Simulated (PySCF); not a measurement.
C₄H₉NSi₂.
Atom-mapped SMILES: `[N:1]#[C:2][Si@@H:3]1[CH2:4][CH2:5][CH2:6][SiH2:7]1` (hydrogens: H8 on Si3; H9, H10 on C4; H11, H12 on C5; H13, H14 on C6; H15, H16 on Si7)

Structure used (PBE0-D3(BJ)/def2-SVP), in Å, numbered top down from 1:
```xyz
16
C4H9NSi2 angstrom
N      3.606   -0.607   -0.729
C      2.657   -0.547   -0.063
Si     1.102   -0.431    0.954
C     -0.266   -1.402    0.064
C     -0.923   -0.467   -0.963
C     -1.386    0.853   -0.328
Si     0.068    1.648    0.618
H      1.440   -0.913    2.321
H      0.119   -2.322   -0.401
H     -1.004   -1.709    0.827
H     -0.201   -0.254   -1.772
H     -1.774   -0.975   -1.447
H     -2.191    0.656    0.401
H     -1.803    1.539   -1.082
H      0.889    2.551   -0.242
H     -0.353    2.376    1.853
```

Level of theory: TDDFT PBE0/def2-SVPD, vertical, gas phase, core orbitals frozen in the response in PySCF 2.14.0, density-fitted response routines.

Transition dipole moments from the ground state, in atomic units and in the frame of the coordinates above (overall signs are arbitrary), for the states with f of 0.002 or more among the lowest 7:

```csv
state,E (hartree),μx,μy,μz
S1,0.2184,0.149,0.106,0.281
S2,0.2285,0.771,-0.082,0.000
S3,0.2479,-0.537,0.822,-0.070
S4,0.2556,0.184,0.223,0.154
S5,0.2625,0.180,0.111,0.102
S6,0.2669,0.587,-0.262,-0.239
S7,0.2706,0.243,0.256,0.145
```

(1) What oscillator strength does each state have?

(2) Which bond between heavy atoms lies closest to the direction of the S3 transition dipole?

(3) What angle do the transition dipoles of S1 and S3 make?

(4) What peak molar absorption coefficient would the strongest computed level give as a lone Gaussian band 0.3 eV wide at half height?

Answers

(1) f = (2/3) ΔE |μ|² with ΔE in hartree (27.2114 eV).

| state | \|μ\|² (au) | \|μ\| (D) | f |
| --- | --- | --- | --- |
| S1 | 0.112 | 0.85 | 0.016 |
| S2 | 0.602 | 1.97 | 0.092 |
| S3 | 0.969 | 2.50 | 0.160 |
| S4 | 0.107 | 0.83 | 0.018 |
| S5 | 0.055 | 0.60 | 0.010 |
| S6 | 0.470 | 1.74 | 0.084 |
| S7 | 0.146 | 0.97 | 0.026 |

(2) Si3–Si7, at 8° from it; next C5–C6 at 32°.

(3) |cos θ| = |μa·μb| / (|μa| |μb|) = 0.04, so θ ≈ 88° (taken between 0 and 90°, since the signs are arbitrary).

(4) ε(max) = 2.175×10⁸ f / FWHM, with the width in cm⁻¹. S3: 2.175×10⁸ × 0.1602 / 2420 ≈ 14000 L mol⁻¹ cm⁻¹.

The vertical ionisation energy (ΔSCF) is 9.66 eV, 2.30 eV above S7.

One conformer stands for the species.
